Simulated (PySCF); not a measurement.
Isomers of C6H11NSi, mass 125.066 u with the commonest isotopes. Method: PBE0/pcSseg-1 in PySCF (dipole) on a GFN2-xTB geometry, gas phase. One conformer each, none proved a minimum here; rigid rotors.

Question: Order these by rotational constant C, largest first.
A. `[CH2:1]=[C:2]1[CH2:3][N:4]([SiH2:5][CH3:6])[C:7]1=[CH2:8]` with C3–N4–Si5–C6 4°
B. `[CH3:1][CH2:2][Si@H:3]1[CH2:4][C@H:5]([C:6]#[N:7])[CH2:8]1` with C1–C2–Si3–C4 80°
C. `[CH2:1]=[N:2][CH2:3]/[C:4]([CH3:5])=[C:6]1\[CH2:7][SiH2:8]1` with C1–N2–C3–C4 115°, N2–C3–C4–C5 68°

Answer: A (853.2 MHz), C (810.5 MHz), B (778.3 MHz).

Question: Order these by dipole moment, smallest first.
A. `[CH2:1]=[C:2]1[CH2:3][N:4]([SiH2:5][CH3:6])[C:7]1=[CH2:8]` with C3–N4–Si5–C6 4°
B. `[CH2:1]=[N:2][CH2:3]/[C:4]([CH3:5])=[C:6]1\[CH2:7][SiH2:8]1` with C1–N2–C3–C4 115°, N2–C3–C4–C5 68°
C. `[CH3:1][CH2:2][Si@H:3]1[CH2:4][C@H:5]([C:6]#[N:7])[CH2:8]1` with C1–C2–Si3–C4 80°

Answer: B (1.12 D), A (1.78 D), C (5.01 D).

Question: Order these by radius of gyration √(Σ m r²/M), largest first.
A. `[CH2:1]=[C:2]1[CH2:3][N:4]([SiH2:5][CH3:6])[C:7]1=[CH2:8]` with C3–N4–Si5–C6 4°
B. `[CH3:1][CH2:2][Si@H:3]1[CH2:4][C@H:5]([C:6]#[N:7])[CH2:8]1` with C1–C2–Si3–C4 80°
C. `[CH2:1]=[N:2][CH2:3]/[C:4]([CH3:5])=[C:6]1\[CH2:7][SiH2:8]1` with C1–N2–C3–C4 115°, N2–C3–C4–C5 68°

Answer: B (2.341 Å), C (2.293 Å), A (2.188 Å).

| SMILES | point group | Ia (u·Å²) | Ib (u·Å²) | Ic (u·Å²) | κ | μa (D) | μb (D) | μc (D) |
| --- | --- | --- | --- | --- | --- | --- | --- | --- |
| C=NC/C(C)=C1\C[SiH2]1 | C1 | 169.66 | 521.93 | 623.57 | -0.85 | 0.31 | 0.99 | 0.41 |
| CC[Si@H]1C[C@H](C#N)C1 | C1 | 99.26 | 622.59 | 649.32 | -0.98 | 4.55 | 0.83 | 1.93 |
| C=C1CN([SiH2]C)C1=C | near Cs | 148.50 | 456.12 | 592.37 | -0.80 | 0.49 | 1.71 | 0.01 |
